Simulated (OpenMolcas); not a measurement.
C2H5BClF (SMILES BC(F)CCl): entropy by statistical mechanics

A singlet with charge 0, relaxed at HF/6-31G* (Cartesian functions) (OpenMolcas 26.06):

```xyz
10

B    -1.3237   -0.7096   -0.2771
C     0.2080   -0.5226    0.0812
F     0.5215   -1.0883    1.2957
C     0.6521    0.9285    0.0903
Cl    2.4260    1.0985    0.2707
H    -2.0229   -1.3901    0.3945
H    -1.7490   -0.1874   -1.2567
H     0.7787   -1.0545   -0.6795
H     0.2085    1.4603    0.9182
H     0.3837    1.4144   -0.8346
```

Harmonic wavenumbers in cm⁻¹: 113, 177, 236, 324, 438, 479, 780, 835, 904, 953, 1110, 1159, 1225, 1312, 1352, 1386, 1486, 1503, 1620, 2742, 2831, 3186, 3288, 3352.

Masses in u: B 10.81, C 12.011, F 18.998, Cl 35.45, H 1.008. Take T = 298.15 K, p = 1 bar, R = 8.3145 J/(mol K), kT/hc = 207.22 cm⁻¹, rigid rotor and harmonic oscillator.

Compute the standard molar entropy.


1. Translation (Sackur–Tetrode): S = R[3/2 ln M + 5/2 ln T − 1.1517] with M = 94.32 gives 165.6 J/(mol K).
2. Rotation: principal moments 58.520, 228.036, 271.423 u Å² give A, B, C = 0.2881, 0.0739, 0.0621 cm⁻¹; the symmetry number is σ = 1; q = (√π/σ)√((kT/hc)³/ABC) = 145406; S = R(ln q + 3/2) = 111.3.
3. Vibration: with u = ν̃/207.22, each mode gives R[u/(eᵘ − 1) − ln(1 − e⁻ᵘ)]; the sum is 46.6, most from 113 cm⁻¹ (13.5), 177 cm⁻¹ (9.9), 236 cm⁻¹ (7.7).
4. Spin and the two mirror images of this shape: R ln 2 = 5.8.
5. Sum: 165.6 + 111.3 + 46.6 + 5.8 = 329.3 J/(mol K).

No measured value is set beside it here. Where a soft mode is a torsion, a harmonic oscillator describes it poorly. One conformer is counted; others would raise S. Unscaled Hartree–Fock wavenumbers run high.
